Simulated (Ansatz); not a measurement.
```xyz
3

O    -0.0010   -0.0085   -1.1645
C     0.0030    0.0056    0.0077
O    -0.0069    0.0005    1.1521
```

Basis set: STO-3G (spherical functions). Correlated methods keep 3 orbitals frozen. Charge 0, multiplicity 1.

Computed with Ansatz (development build ahead of 0.2.0); each method stands on the lowest determinant of its kind that the runs found. Restricted open shells among the atoms or ions are ROHF, correlated in semicanonical orbitals with singles.

The atomization energy at this shape (free ground-state atoms in the same class of orbitals less the molecule, no zero-point energy) of singlet CO₂:

| method | atomization energy |
| --- | --- |
| RHF-MP2 | 12.11 eV |

(1) What does RHF give?

Answers

(1) 6.98 eV.

This basis has no polarisation functions and is too small for such energies, which can lie far from measured ones in either direction.
